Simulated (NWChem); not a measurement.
System: pyrazole (C$_{3}$H$_{4}$N$_{2}$); SMILES [nH]1nccc1

NWChem input:

```
start job
memory heap 200 mb stack 900 mb global 1100 mb
geometry units angstroms noautoz
  C      0.049161     1.203866     0.150252
  C      1.107270     0.306218    -0.059767
  N      0.664209    -0.928655    -0.178753
  N     -0.656073    -0.849419    -0.050404
  C     -1.076583     0.416377     0.149848
  H      0.107877     2.264414     0.281276
  H      2.156128     0.514722    -0.126787
  H     -1.215954    -1.685115    -0.107624
  H     -2.112609     0.658862     0.273767
end
basis spherical
  * library 6-31g*
end
dft
  xc b3lyp
  iterations 150
end
driver
  maxiter 150
end
task dft optimize
```

Parts of the log:

```
             Northwest Computational Chemistry Package (NWChem) 7.3.0
             --------------------------------------------------------

 CS  symmetry detected

                             Geometry "geometry" -> ""
                             -------------------------

 Output coordinates in angstroms (scale by  1.889725989 to convert to a.u.)

  No.       Tag          Charge          X              Y              Z
 ---- ---------------- ---------- -------------- -------------- --------------
    1 C                    6.0000     0.03459254     1.19002544     0.00000000
    2 C                    6.0000     1.11927901     0.29955936     0.00000000
    3 N                    7.0000     0.70536292    -0.95105869     0.00000000
    4 N                    7.0000    -0.62205822    -0.88901445     0.00000000
    5 C                    6.0000    -1.07586012     0.38111659     0.00000000
    6 H                    1.0000     0.06701780     2.25975696     0.00000000
    7 H                    1.0000     2.16701495     0.52387631     0.00000000
    8 H                    1.0000    -1.16323404    -1.73887174     0.00000000
    9 H                    1.0000    -2.12200010     0.61154207     0.00000000

 Effective nuclear repulsion energy (a.u.)     164.3306402970

      Symmetry information
      --------------------

 Group name             Cs
 Group number              2
 Group order               2
 No. of unique centers     9

                           NWChem Geometry Optimization
                           ----------------------------

 maximum gradient threshold         (gmax) =   0.000450
 rms gradient threshold             (grms) =   0.000300
 maximum cartesian step threshold   (xmax) =   0.001800
 rms cartesian step threshold       (xrms) =   0.001200
 fixed trust radius                (trust) =   0.300000
 source of zmatrix                         =

          -------------------
          Energy Minimization
          -------------------

 Using diagonal initial Hessian

          --------
          Step   0

                                 NWChem DFT Module
                                 -----------------

 Summary of "ao basis" -> "ao basis" (spherical)
 ------------------------------------------------------------------------------
       Tag                 Description            Shells   Functions and Types
 ---------------- ------------------------------  ------  ---------------------
 C                           6-31g*                  6       14   3s2p1d
 N                           6-31g*                  6       14   3s2p1d
 H                           6-31g*                  2        2   2s

      Symmetry analysis of basis
      --------------------------

        a'         58
        a"         20

            General Information
            -------------------
          SCF calculation type: DFT
          Wavefunction type:  closed shell.
          No. of atoms     :     9
          No. of electrons :    36
           Alpha electrons :    18
            Beta electrons :    18
          Charge           :     0
          Spin multiplicity:     1
          Use of symmetry is: on ; symmetry adaption is: on
          Maximum number of iterations: 150
          AO basis - number of functions:    78
                     number of shells:    38
          Convergence on energy requested:  1.00D-06
          Convergence on density requested:  1.00D-05
          Convergence on gradient requested:  5.00D-04

              XC Information
              --------------
                         B3LYP Method XC Potential
                     Hartree-Fock (Exact) Exchange  0.200
                        Slater Exchange Functional  0.800 local
                    Becke 1988 Exchange Functional  0.720 non-local
              Lee-Yang-Parr Correlation Functional  0.810
                  VWN I RPA Correlation Functional  0.190 local

             Grid Information
             ----------------
          Grid used for XC integration:  medium
          Radial quadrature: Mura-Knowles
          Angular quadrature: Lebedev.
          Tag              B.-S. Rad. Rad. Pts. Rad. Cut. Ang. Pts.
          ---              ---------- --------- --------- ---------
          C                   0.70       49           9.0       434
          N                   0.65       49           9.0       434
          H                   0.35       45          11.0       434
          Grid pruning is: on
          Number of quadrature shells:   425
          Spatial weights used:  Erf1

      Superposition of Atomic Density Guess
      -------------------------------------

 Sum of atomic energies:        -223.56116909

      Non-variational initial energy
      ------------------------------

 Total energy =    -227.041951
 1-e energy   =    -626.800491
 2-e energy   =     235.427899
 HOMO         =      -0.280607
 LUMO         =       0.048111

      Symmetry analysis of molecular orbitals - initial
      -------------------------------------------------

  Numbering of irreducible representations:

     1 a'          2 a"

  Orbital symmetries:

     1 a'          2 a'          3 a'          4 a'          5 a'
     6 a'          7 a'          8 a'          9 a'         10 a'
    11 a'         12 a"         13 a'         14 a'         15 a'
    16 a'         17 a"         18 a"         19 a"         20 a"
    21 a'         22 a'         23 a'         24 a'         25 a'
    26 a'         27 a'         28 a'

   convergence    iter        energy       DeltaE   RMS-Dens  Diis-err
 ---------------- ----- ----------------- --------- --------- ---------
 d= 0,ls=0.0,diis     1   -226.1288566036 -3.90D+02  1.21D-02  5.28D-01
 d= 0,ls=0.0,diis     2   -226.1387467831 -9.89D-03  8.10D-03  4.65D-01
 d= 0,ls=0.0,diis     3   -226.1770903042 -3.83D-02  2.97D-03  1.33D-01
 d= 0,ls=0.0,diis     4   -226.1918780330 -1.48D-02  6.20D-04  2.79D-03
 d= 0,ls=0.0,diis     5   -226.1921598067 -2.82D-04  2.59D-04  5.08D-04
  Resetting Diis
 d= 0,ls=0.0,diis     6   -226.1922208345 -6.10D-05  7.26D-05  5.46D-05
 d= 0,ls=0.0,diis     7   -226.1922271701 -6.34D-06  4.52D-05  4.32D-06
 d= 0,ls=0.0,diis     8   -226.1922259238  1.25D-06  3.05D-05  1.47D-05
 d= 0,ls=0.0,diis     9   -226.1922276744 -1.75D-06  3.79D-06  1.12D-07
 d= 0,ls=0.0,diis    10   -226.1922276879 -1.35D-08  8.62D-07  9.96D-09

         Total DFT energy =     -226.192227687876
      One electron energy =     -630.299426633360
           Coulomb energy =      271.434123307766
    Exchange-Corr. energy =      -31.657564659262
 Nuclear repulsion energy =      164.330640296980

 Numeric. integr. density =       35.999994994238

                  Occupations of the irreducible representations
                  ----------------------------------------------

                     irrep           alpha         beta
                     --------     --------     --------
                     a'               15.0         15.0
                     a"                3.0          3.0

[...]

      ----------------------
      Optimization converged
      ----------------------

  Step       Energy      Delta E   Gmax     Grms     Xrms     Xmax
  ---- ---------------- -------- -------- -------- -------- --------
@    4    -226.19364671 -6.9D-07  0.00017  0.00008  0.00048  0.00127
                                     ok       ok       ok       ok

                         Geometry "geometry" -> "geometry"
                         ---------------------------------

 Output coordinates in angstroms (scale by  1.889725989 to convert to a.u.)

  No.       Tag          Charge          X              Y              Z
 ---- ---------------- ---------- -------------- -------------- --------------
    1 C                    6.0000     0.03470335     1.19847654     0.00000000
    2 C                    6.0000     1.12367649     0.29639565     0.00000000
    3 N                    7.0000     0.72273055    -0.97471725     0.00000000
    4 N                    7.0000    -0.62462304    -0.89055201     0.00000000
    5 C                    6.0000    -1.08487728     0.38820134     0.00000000
    6 H                    1.0000     0.06197124     2.27826230     0.00000000
    7 H                    1.0000     2.18244599     0.52080277     0.00000000
    8 H                    1.0000    -1.16395743    -1.74316435     0.00000000
    9 H                    1.0000    -2.14195515     0.61322686     0.00000000

 Effective nuclear repulsion energy (a.u.)     162.8176694565

      Symmetry information
      --------------------

 Group name             Cs
 Group number              2
 Group order               2
 No. of unique centers     9

 ==============================================================================
                                internuclear distances
 ------------------------------------------------------------------------------
       center one      |      center two      | atomic units |  angstroms
 ------------------------------------------------------------------------------
    2 C                |   1 C                |     2.67222  |     1.41408
    3 N                |   2 C                |     2.51872  |     1.33285
    4 N                |   3 N                |     2.55109  |     1.34998
    5 C                |   1 C                |     2.61166  |     1.38203
    5 C                |   4 N                |     2.56825  |     1.35906
    6 H                |   1 C                |     2.04115  |     1.08013
    7 H                |   2 C                |     2.04523  |     1.08229
    8 H                |   4 N                |     1.90650  |     1.00888
    9 H                |   5 C                |     2.04235  |     1.08076
 ------------------------------------------------------------------------------
                         number of included internuclear distances:          9
 ==============================================================================
```

Level: B3LYP/6-31G* (spherical d).
